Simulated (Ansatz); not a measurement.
Saddle point of SiNH4Cl2F, closed shell (SiHCl₂F ([F][SiH]([Cl])[Cl]) + NH₃ → SiNH₃Cl₂ ([NH2][SiH]([Cl])[Cl]) + HF; bonds formed: F2–H6; dative contacts that become bonds: Si1–N7; bonds broken: Si1–F2, H6–N7), PBE0-D4/def2-TZVP structure:

| atom | x (Å) | y (Å) | z (Å) |
| --- | --- | --- | --- |
| Si1 | -0.4420 | 0.2169 | -0.6089 |
| F2 | 1.6079 | 0.7730 | -0.5153 |
| Cl3 | 0.0554 | -1.0736 | -2.0989 |
| Cl4 | -2.4440 | -0.2792 | -0.2368 |
| H5 | -0.5732 | 1.6504 | -0.8671 |
| H6 | 1.3060 | 0.2136 | 0.4756 |
| N7 | 0.2975 | -0.3090 | 0.9685 |
| H8 | 0.3050 | -1.3148 | 1.0945 |
| H9 | -0.1125 | 0.1228 | 1.7883 |

Energies are electronic, without zero-point energy. Barriers and step energies count from the start structure reached by relaxing down the imaginary mode; all methods use the PBE0-D4 structures, on which another method's saddle can fall below an end. Ansatz 0.2.0; basis: def2-TZVPP, with def2-QZVPP for the basis limit; cores frozen in the correlated methods. B3LYP uses VWN-RPA correlation. Extrapolation: Hartree–Fock as exp(−7.88 √X), correlation as X^−2.97.

```csv
method,barrier (kJ/mol),step energy (kJ/mol)
SPW92,?,73.7
PBE-D4,?,59.8
BLYP-D4,117.7,55.2
r2SCAN-D4,125.3,70.1
B97M-V,142.3,74.4
PBE0-D4,123.1,61.5
B3LYP-D4,126.9,57.4
r2SCAN0-D4,?,68.8
BHLYP-D4,141.7,61.4
CAM-B3LYP-D4,127.3,61.4
wB97X-V,129.6,65.8
wB97M-V,129.2,68.0
B2PLYP,130.3,58.5
PBE-QIDH,132.2,63.9
RPA on PBE,133.4,61.6
HF,167.0,52.0
MP2,132.1,61.7
CCSD,141.8,61.0
CCSD(T),135.9,62.1
```

**Question.** Fill in the withheld barriers. (Judge from chemistry; the value comes from the calculation.)

**Answer.** By the calculation: PBE-D4 110.3; SPW92 97.9; r2SCAN0-D4 132.7 kJ/mol. Each is the energy of the saddle less that of the start structure, by the same method.

For comparison, the barrier by CCSD(T) at an estimated basis limit (MP2 extrapolated from triple and quadruple zeta, plus CCSD(T) − MP2 in triple zeta) is 136.3 kJ/mol.

The T1 diagnostic stays at or below 0.011.

The step is the kind of exchange with an N–H group that builds nitride films in atomic layer and chemical vapour deposition.

Labels in which every atom is bracketed show which atoms are joined, not bond orders.

For scale, one of the runs: CCSD(T)/def2-TZVPP, 244 basis functions, launched by `ansatz run in.yaml --threads 8 --pin off --events-out ev --progress --plain --max-ram 19148MiB`. Time: 52 s of wall clock on 8 CPU threads of an Intel Xeon Platinum 8375C; the host was shared. Peak host memory: 4.7 GiB.
